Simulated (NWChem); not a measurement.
Molecule: C2H3ClF2; SMILES CC(F)(F)Cl

```xyz
8

C     -1.3765    -0.9078     0.0000
C      0.0282    -0.3544     0.0000
F      0.7150    -0.7710    -1.0906
F      0.7150    -0.7710     1.0906
Cl     0.0246     1.4577     0.0000
H     -1.9165    -0.5673    -0.9017
H     -1.9165    -0.5673     0.9017
H     -1.3185    -2.0140     0.0000
```
Atoms are numbered in this order, from 1.

Computed with NWChem. Pople sets run with spherical d functions. The geometry was optimised at PBE-D3(BJ)/def2-SVP. Level: M05-2X/6-31G* with COSMO at NWChem's default radii, gas-phase geometry; rows give the dielectric constant.

For dielectric constant 3.9:

```yaml
dipole in solution (D): 2.61
```

**Question.** What are these values for dielectric constant 37.5?

**Answer.** The dipole in solution (D) comes out as 2.73.
